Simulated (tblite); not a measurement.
Compound: C7H9 (doublet state).
SMILES with atom numbers: `[CH2:1]=[CH:2][C:3]([CH3:4])[CH:5]1[CH:6]=[CH:7]1` (hydrogens: H8, H9 on C1; H10 on C2; H11, H12, H13 on C4; H14 on C5; H15 on C6; H16 on C7)

A start from a force field or distance geometry was refined with GFN2-xTB geometry optimisation, gas phase in tblite 0.8.0. Values at the start:

| coordinate | start |
| --- | --- |
| C1=C2 | 1.338 Å |
| C1–H8 | 1.092 Å |
| C1–H9 | 1.090 Å |
| C2–C3 | 1.501 Å |
| C2–H10 | 1.060 Å |
| C3–C4 | 1.513 Å |
| C3–C5 | 1.500 Å |
| C4–H11 | 1.115 Å |
| C5–C6 | 1.498 Å |
| C5–H14 | 1.109 Å |
| C6=C7 | 1.329 Å |
| C6–H15 | 1.103 Å |
| C1–C2–C3 | 117.2° |
| C2–C3–C4 | 111.8° |
| C2–C3–C5 | 112.5° |
| C3–C5–C6 | 118.5° |
| C4–C3–C5 | 105.4° |
| C5–C6–C7 | 63.5° |
| C6–C5–C7 | 52.7° |

**Question.** How do these coordinates change at the GFN2-xTB level?

**Answer.** 
```tsv
coordinate	GFN2-xTB (Å or °)	change
C2–C3	1.394	-0.107
C6–H15	1.062	-0.041
C6=C7	1.294	-0.035
C3–C5	1.465	-0.035
C2–H10	1.086	+0.026
C1=C2	1.364	+0.026
C4–H11	1.092	-0.023
C5–H14	1.090	-0.019
C5–C6	1.516	+0.018
C1–H9	1.073	-0.017
C1–H8	1.076	-0.016
C3–C4	1.497	-0.016
C2–C3–C5	126.5	+14.0
C1–C2–C3	129.4	+12.2
C4–C3–C5	114.4	+9.0
C2–C3–C4	119.1	+7.3
C3–C5–C6	123.8	+5.3
C6–C5–C7	50.5	-2.2
C5–C6–C7	64.9	+1.4
```

The energy falls by 1.573 eV over 119 L-BFGS steps, the largest force on an atom goes from 3.75 to 0.008 eV/Å, and the atoms move by 0.843 Å rms after alignment. The bond that changes most is C2–C3 (ends: carbon bonded to 2 C and H; carbon bonded to 3 C), which shortens by 0.107 Å. Bonds longer at the end by more than 0.005 Å: 4 of 16; shorter: 12. Among the dihedrals that turn most is C1–C2–C3–C5, from -115° to 1°. Rotational constants go from 3722, 2307, 1616 to 3483, 2639, 1666 MHz.

The run took 0.68 s wall on an Arm Neoverse V1 with one thread (shared host).

Its GFN2-xTB frequencies are all real (lowest 35 cm⁻¹).

One conformer stands for the species.

The numbers are calculated, not measured.
